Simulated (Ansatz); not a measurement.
Ansatz (an electronic-structure program) input (B3LYP-D3(BJ)/def2-TZVP):

Ansatz 0.2 input:
```yaml
crystal:
  periodic: [false, false, false]
  atoms:
    - {symbol: C, position_ang: [-1.80766745, -0.12541184, 0.05783242]}
    - {symbol: C, position_ang: [-0.64325662, -1.09471643, 0.03534137]}
    - {symbol: C, position_ang: [0.66971766, -0.81910144, -0.00925837]}
    - {symbol: C, position_ang: [1.11178125, 0.50812232, -0.04162774]}
    - {symbol: N, position_ang: [1.62036726, 1.56467281, -0.07225544]}
    - {symbol: H, position_ang: [-1.45419284, 0.90727546, 0.03235136]}
    - {symbol: H, position_ang: [-2.48054554, -0.27739282, -0.79844251]}
    - {symbol: H, position_ang: [-2.42606234, -0.25270018, 0.95808535]}
    - {symbol: H, position_ang: [-0.96521916, -2.14324777, 0.06006774]}
basis:
  gaussian:
    orbitals: def2-TZVP
hamiltonian:
  xc: b3lyp
  dispersion: d3bj
total_charge: -1
phonons: {temperatures: {t_min: 298.15, t_max: 298.15, t_step: 100}}
```

Output:

```
Functional definition: B3LYP
integrals: 0.08 GiB planned
1051 factors; their error is unknown
mean field: 0.78 GiB planned
mean field evaluation 1: about -5698.4484 eV, gradient 5.0e1 eV
mean field evaluation 2: about -5694.4857 eV, gradient 6.5e1 eV
mean field evaluation 4: about -5704.1622 eV, gradient 5.1e0 eV
mean field evaluation 8: about -5704.2175 eV, gradient 4.8e-1 eV
mean field evaluation 16: about -5704.2179 eV, gradient 2.5e-4 eV
mean field -5704.21788452 eV, -209.6261407983 hartree, gradient 3.2e-5 eV, S^2 0.000000; 0 other end points of the search recorded, 0 dependent functions left out
the calculation of the forces begins
reference -5704.21813027 eV, -209.6261498295 hartree; 18, 18 occupied and 161, 161 virtual orbitals, 1051 factors
these checks for a lower state are left out or cut short: stability, starts, cluster_reference, orbital_swaps, neighbouring_geometries, increment
integrals: 0.08 GiB planned
1051 factors; their error is unknown
mean field: 0.78 GiB planned
mean field -5704.21769484 eV, -209.6261338277 hartree, gradient 3.3e-6 eV, S^2 0.000000; 0 other end points of the search recorded, 0 dependent functions left out
the calculation of the forces begins
reference -5704.21794052 eV, -209.6261428562 hartree; 18, 18 occupied and 161, 161 virtual orbitals, 1051 factors
these checks for a lower state are left out or cut short: stability, starts, cluster_reference, orbital_swaps, neighbouring_geometries, increment
integrals: 0.08 GiB planned
1051 factors; their error is unknown
mean field: 0.78 GiB planned
mean field evaluation 32: about -5704.2178 eV, gradient 2.6e-4 eV
mean field -5704.21778882 eV, -209.6261372814 hartree, gradient 3.3e-6 eV, S^2 0.000000; 0 other end points of the search recorded, 0 dependent functions left out
the calculation of the forces begins
reference -5704.21803463 eV, -209.6261463150 hartree; 18, 18 occupied and 161, 161 virtual orbitals, 1051 factors
these checks for a lower state are left out or cut short: stability, starts, cluster_reference, orbital_swaps, neighbouring_geometries, increment
integrals: 0.08 GiB planned
1051 factors; their error is unknown
mean field: 0.78 GiB planned
mean field -5704.21773248 eV, -209.6261352109 hartree, gradient 3.3e-6 eV, S^2 0.000000; 0 other end points of the search recorded, 0 dependent functions left out
the calculation of the forces begins
reference -5704.21797824 eV, -209.6261442424 hartree; 18, 18 occupied and 161, 161 virtual orbitals, 1051 factors
these checks for a lower state are left out or cut short: stability, starts, cluster_reference, orbital_swaps, neighbouring_geometries, increment
integrals: 0.08 GiB planned
1051 factors; their error is unknown
mean field: 0.78 GiB planned
mean field -5704.21772726 eV, -209.6261350190 hartree, gradient 3.3e-6 eV, S^2 0.000000; 0 other end points of the search recorded, 0 dependent functions left out
the calculation of the forces begins
reference -5704.21797299 eV, -209.6261440497 hartree; 18, 18 occupied and 161, 161 virtual orbitals, 1051 factors
these checks for a lower state are left out or cut short: stability, starts, cluster_reference, orbital_swaps, neighbouring_geometries, increment
integrals: 0.08 GiB planned
1051 factors; their error is unknown
mean field: 0.78 GiB planned
mean field -5704.21765892 eV, -209.6261325076 hartree, gradient 3.3e-6 eV, S^2 0.000000; 0 other end points of the search recorded, 0 dependent functions left out
the calculation of the forces begins
reference -5704.21790459 eV, -209.6261415359 hartree; 18, 18 occupied and 161, 161 virtual orbitals, 1051 factors
these checks for a lower state are left out or cut short: stability, starts, cluster_reference, orbital_swaps, neighbouring_geometries, increment
integrals: 0.08 GiB planned
[...]
these checks for a lower state are left out or cut short: stability, starts, cluster_reference, orbital_swaps, neighbouring_geometries, increment
integrals: 0.08 GiB planned
1051 factors; their error is unknown
mean field: 0.78 GiB planned
mean field -5704.21782845 eV, -209.6261387377 hartree, gradient 3.3e-6 eV, S^2 0.000000; 0 other end points of the search recorded, 0 dependent functions left out
the calculation of the forces begins
reference -5704.21807421 eV, -209.6261477694 hartree; 18, 18 occupied and 161, 161 virtual orbitals, 1051 factors
these checks for a lower state are left out or cut short: stability, starts, cluster_reference, orbital_swaps, neighbouring_geometries, increment
integrals: 0.08 GiB planned
1051 factors; their error is unknown
mean field: 0.78 GiB planned
mean field -5704.21789120 eV, -209.6261410437 hartree, gradient 3.3e-6 eV, S^2 0.000000; 0 other end points of the search recorded, 0 dependent functions left out
the calculation of the forces begins
reference -5704.21813693 eV, -209.6261500743 hartree; 18, 18 occupied and 161, 161 virtual orbitals, 1051 factors
these checks for a lower state are left out or cut short: stability, starts, cluster_reference, orbital_swaps, neighbouring_geometries, increment
integrals: 0.08 GiB planned
1051 factors; their error is unknown
mean field: 0.78 GiB planned
mean field evaluation 192: about -5704.2178 eV, gradient 2.9e-6 eV
mean field -5704.21782128 eV, -209.6261384744 hartree, gradient 3.3e-6 eV, S^2 0.000000; 0 other end points of the search recorded, 0 dependent functions left out
the calculation of the forces begins
reference -5704.21806704 eV, -209.6261475057 hartree; 18, 18 occupied and 161, 161 virtual orbitals, 1051 factors
these checks for a lower state are left out or cut short: stability, starts, cluster_reference, orbital_swaps, neighbouring_geometries, increment
integrals: 0.08 GiB planned
1051 factors; their error is unknown
mean field: 0.78 GiB planned
mean field -5704.21784149 eV, -209.6261392171 hartree, gradient 3.3e-6 eV, S^2 0.000000; 0 other end points of the search recorded, 0 dependent functions left out
the calculation of the forces begins
reference -5704.21808724 eV, -209.6261482480 hartree; 18, 18 occupied and 161, 161 virtual orbitals, 1051 factors
these checks for a lower state are left out or cut short: stability, starts, cluster_reference, orbital_swaps, neighbouring_geometries, increment
integrals: 0.08 GiB planned
1051 factors; their error is unknown
mean field: 0.78 GiB planned
mean field -5704.21781404 eV, -209.6261382083 hartree, gradient 3.3e-6 eV, S^2 0.000000; 0 other end points of the search recorded, 0 dependent functions left out
the calculation of the forces begins
reference -5704.21805978 eV, -209.6261472392 hartree; 18, 18 occupied and 161, 161 virtual orbitals, 1051 factors
these checks for a lower state are left out or cut short: stability, starts, cluster_reference, orbital_swaps, neighbouring_geometries, increment
integrals: 0.08 GiB planned
1051 factors; their error is unknown
mean field: 0.78 GiB planned
mean field -5704.21786850 eV, -209.6261402098 hartree, gradient 3.3e-6 eV, S^2 0.000000; 0 other end points of the search recorded, 0 dependent functions left out
the calculation of the forces begins
reference -5704.21811426 eV, -209.6261492410 hartree; 18, 18 occupied and 161, 161 virtual orbitals, 1051 factors
these checks for a lower state are left out or cut short: stability, starts, cluster_reference, orbital_swaps, neighbouring_geometries, increment
integrals: 0.08 GiB planned
1051 factors; their error is unknown
mean field: 0.78 GiB planned
mean field -5704.21787191 eV, -209.6261403351 hartree, gradient 3.3e-6 eV, S^2 0.000000; 0 other end points of the search recorded, 0 dependent functions left out
the calculation of the forces begins
reference -5704.21811769 eV, -209.6261493672 hartree; 18, 18 occupied and 161, 161 virtual orbitals, 1051 factors
these checks for a lower state are left out or cut short: stability, starts, cluster_reference, orbital_swaps, neighbouring_geometries, increment
integrals: 0.08 GiB planned
1051 factors; their error is unknown
mean field: 0.78 GiB planned
mean field evaluation 224: about -5704.2175 eV, gradient 4.8e-1 eV
mean field -5704.21786592 eV, -209.6261401148 hartree, gradient 3.3e-6 eV, S^2 0.000000; 0 other end points of the search recorded, 0 dependent functions left out
the calculation of the forces begins
reference -5704.21811164 eV, -209.6261491450 hartree; 18, 18 occupied and 161, 161 virtual orbitals, 1051 factors
these checks for a lower state are left out or cut short: stability, starts, cluster_reference, orbital_swaps, neighbouring_geometries, increment
integrals: 0.08 GiB planned
1051 factors; their error is unknown
mean field: 0.78 GiB planned
mean field -5704.21781129 eV, -209.6261381073 hartree, gradient 3.3e-6 eV, S^2 0.000000; 0 other end points of the search recorded, 0 dependent functions left out
the calculation of the forces begins
reference -5704.21805704 eV, -209.6261471384 hartree; 18, 18 occupied and 161, 161 virtual orbitals, 1051 factors
these checks for a lower state are left out or cut short: stability, starts, cluster_reference, orbital_swaps, neighbouring_geometries, increment
integrals: 0.08 GiB planned
1051 factors; their error is unknown
mean field: 0.78 GiB planned
mean field -5704.21782975 eV, -209.6261387858 hartree, gradient 3.3e-6 eV, S^2 0.000000; 0 other end points of the search recorded, 0 dependent functions left out
the calculation of the forces begins
reference -5704.21807550 eV, -209.6261478169 hartree; 18, 18 occupied and 161, 161 virtual orbitals, 1051 factors
these checks for a lower state are left out or cut short: stability, starts, cluster_reference, orbital_swaps, neighbouring_geometries, increment
integrals: 0.08 GiB planned
1051 factors; their error is unknown
mean field: 0.78 GiB planned
mean field -5704.21785568 eV, -209.6261397387 hartree, gradient 3.3e-6 eV, S^2 0.000000; 0 other end points of the search recorded, 0 dependent functions left out
the calculation of the forces begins
reference -5704.21810147 eV, -209.6261487713 hartree; 18, 18 occupied and 161, 161 virtual orbitals, 1051 factors
these checks for a lower state are left out or cut short: stability, starts, cluster_reference, orbital_swaps, neighbouring_geometries, increment
integrals: 0.08 GiB planned
1051 factors; their error is unknown
mean field: 0.78 GiB planned
mean field evaluation 256: about -5704.2179 eV, gradient 2.9e-6 eV
mean field -5704.21786391 eV, -209.6261400408 hartree, gradient 3.3e-6 eV, S^2 0.000000; 0 other end points of the search recorded, 0 dependent functions left out
the calculation of the forces begins
reference -5704.21810961 eV, -209.6261490704 hartree; 18, 18 occupied and 161, 161 virtual orbitals, 1051 factors
these checks for a lower state are left out or cut short: stability, starts, cluster_reference, orbital_swaps, neighbouring_geometries, increment
integrals: 0.08 GiB planned
1051 factors; their error is unknown
mean field: 0.78 GiB planned
mean field -5704.21785447 eV, -209.6261396941 hartree, gradient 3.3e-6 eV, S^2 0.000000; 0 other end points of the search recorded, 0 dependent functions left out
the calculation of the forces begins
reference -5704.21810020 eV, -209.6261487246 hartree; 18, 18 occupied and 161, 161 virtual orbitals, 1051 factors
these checks for a lower state are left out or cut short: stability, starts, cluster_reference, orbital_swaps, neighbouring_geometries, increment
integrals: 0.08 GiB planned
1051 factors; their error is unknown
mean field: 0.78 GiB planned
mean field -5704.21781847 eV, -209.6261383709 hartree, gradient 3.3e-6 eV, S^2 0.000000; 0 other end points of the search recorded, 0 dependent functions left out
the calculation of the forces begins
reference -5704.21806423 eV, -209.6261474026 hartree; 18, 18 occupied and 161, 161 virtual orbitals, 1051 factors
Total energy: -5704.51797952 eV, -209.6371690861 hartree
Atom 0 at    -1.807667    -0.125412     0.057832 Å, force    -0.000105     0.000684    -0.000006 eV/Å
Atom 1 at    -0.643257    -1.094716     0.035341 Å, force    -0.000924    -0.001272     0.000047 eV/Å
Atom 2 at     0.669718    -0.819101    -0.009258 Å, force     0.000676    -0.000493    -0.000014 eV/Å
Atom 3 at     1.111781     0.508122    -0.041628 Å, force     0.000931     0.001526    -0.000050 eV/Å
Atom 4 at     1.620367     1.564673    -0.072255 Å, force    -0.000374    -0.000424     0.000018 eV/Å
Atom 5 at    -1.454193     0.907275     0.032351 Å, force    -0.000237     0.000400     0.000002 eV/Å
Atom 6 at    -2.480546    -0.277393    -0.798443 Å, force     0.000120    -0.000175    -0.000520 eV/Å
Atom 7 at    -2.426062    -0.252700     0.958085 Å, force     0.000152    -0.000161     0.000516 eV/Å
Atom 8 at    -0.965219    -2.143248     0.060068 Å, force    -0.000240    -0.000085     0.000009 eV/Å
Dipole moment:    -1.027479    -0.150441     0.033985 e Å
Vibrations: 142.94 151.99 298.31 468.32 579.94 666.78 830.16 842.05 952.80 1042.49 1088.35 1356.10 1374.23 1477.80 1479.74 1616.04 2152.60 2950.88 2975.48 2976.23 3078.77 cm⁻¹, zero-point energy 1.766898 eV
```

It need not be the lowest isomer of its formula. Whether it binds its extra electron was not tested at this geometry.
